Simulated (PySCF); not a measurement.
SMILES F[Si](F)(F)C[CH2][GeH3] (C₂H₇F₃GeSi) (GFN2-xTB optimised geometry):

```
14

F     -0.286    -0.684     1.450
Si     0.108    -0.171     0.000
F      1.695    -0.171     0.000
F     -0.275     1.369     0.000
C     -0.640    -1.163    -1.404
C     -0.508    -0.474    -2.769
Ge     1.363    -0.045    -3.252
H     -0.142    -2.134    -1.452
H     -1.695    -1.369    -1.203
H     -1.088     0.451    -2.771
H     -0.941    -1.115    -3.540
H      2.256    -1.215    -2.995
H      1.884     1.128    -2.495
H      1.442     0.278    -4.712
```

Computed with PySCF 2.14.0 with PBE0/def2-TZVP.

What are the frontier orbital energies and the dipole moment?

HOMO-2 -9.59 eV, HOMO-1 -9.48 eV, HOMO -8.81 eV, LUMO 0.27 eV, LUMO+1 1.04 eV; dipole moment 3.02 D.

Meta-Löwdin charges at PBE0/def2-TZVP: F1 -0.49, Si2 1.64, F3 -0.49, F4 -0.49, C5 -0.49, C6 -0.39, Ge7 0.34, H8 0.14, H9 0.14, H10 0.13, H11 0.13, H12 -0.06, H13 -0.05, H14 -0.06.
